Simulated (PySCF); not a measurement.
Compound: C7H11Cl.
SMILES: `C[C@@]12C[C@@H]1CC[C@H]2Cl`

Vertical excitations from PySCF (density fitting, frozen core in the response, grid level 2 and gas phase unless stated; continuum runs use non-equilibrium linear response for the excitations) on a GFN2-xTB geometry. Reference run:

```json
{"settings": "PBE0/def2-SVPD, full TDDFT, 6 singlets", "S1, eV (f)": "7.17 (0.010)", "S2, eV (f)": "7.33 (0.003)", "S3, eV (f)": "7.42 (0.025)", "S4, eV (f)": "7.56 (0.030)", "S5, eV (f)": "7.72 (0.010)", "S6, eV (f)": "7.82 (0.012)", "T1, eV (Tamm–Dancoff)": "6.61", "mean α (au)": "89.9"}
```

Question: What do these settings give: (1) PBE0/def2-SVPD, TDA, 6 singlets; (2) LC-wPBE/pcSseg-1, full TDDFT, 6 singlets; (3) WP04/IGLO-II, IEF-PCM cyclohexane, energy threshold 1e-06 Eh, fitting basis def2-universal-jkfit, full TDDFT, 3 singlets?

Answer: 
```json
{"settings": "PBE0/def2-SVPD, TDA, 6 singlets", "S1, eV (f)": "7.19 (0.012)", "S2, eV (f)": "7.37 (0.003)", "S3, eV (f)": "7.43 (0.024)", "S4, eV (f)": "7.58 (0.034)", "S5, eV (f)": "7.73 (0.011)", "S6, eV (f)": "7.83 (0.012)", "T1, eV (Tamm–Dancoff)": "6.61", "mean α (au)": "89.9"}
{"settings": "LC-wPBE/pcSseg-1, full TDDFT, 6 singlets", "S1, eV (f)": "7.84 (0.001)", "S2, eV (f)": "7.85 (0.000)", "S3, eV (f)": "8.74 (0.049)", "S4, eV (f)": "9.23 (0.030)", "S5, eV (f)": "9.32 (0.044)", "S6, eV (f)": "9.49 (0.032)", "T1, eV (Tamm–Dancoff)": "–", "mean α (au)": "78.0"}
{"settings": "WP04/IGLO-II, IEF-PCM cyclohexane, energy threshold 1e-06 Eh, fitting basis def2-universal-jkfit, full TDDFT, 3 singlets", "S1, eV (f)": "7.09 (0.009)", "S2, eV (f)": "7.38 (0.006)", "S3, eV (f)": "7.41 (0.041)", "S4, eV (f)": "–", "S5, eV (f)": "–", "S6, eV (f)": "–", "T1, eV (Tamm–Dancoff)": "–", "mean α (au)": "90.1"}
```

(1) S1 moves by +0.02 eV; the lowest Tamm–Dancoff root can't lie below the lowest full-response root of a stable reference. (2) S1 moves by +0.67 eV; functional and basis change together, so the shift can't be laid on one. (3) S1 moves by -0.08 eV; functional, basis and environment change together, so the shift can't be laid on one. States are counted by energy in each run and needn't keep their character from row to row.

WP04 was designed for NMR shieldings or shifts; total energies of different functionals aren't comparable.

Question: Which orbital pairs make up S1 in each run, and how does it sit against the orbital gap?

Answer: 
```
                                                                                                                settings        S1 configurations (weight)  S1 (eV)  orbital gap (eV)  S1 − gap (eV)
                                                                                  PBE0/def2-SVPD, full TDDFT, 6 singlets              H→L 0.58, H→L+1 0.21     7.17              8.45          -1.28
                                                                                         PBE0/def2-SVPD, TDA, 6 singlets              H→L 0.62, H→L+1 0.20     7.19              8.45          -1.26
                                                                                LC-wPBE/pcSseg-1, full TDDFT, 6 singlets  H−3→L 0.29, H→L 0.14, H−1→L 0.13     7.84             13.85          -6.01
WP04/IGLO-II, IEF-PCM cyclohexane, energy threshold 1e-06 Eh, fitting basis def2-universal-jkfit, full TDDFT, 3 singlets                          H→L 0.96     7.09              7.74          -0.65
```

The structure is a single GFN2-xTB conformer; no vibrational corrections.
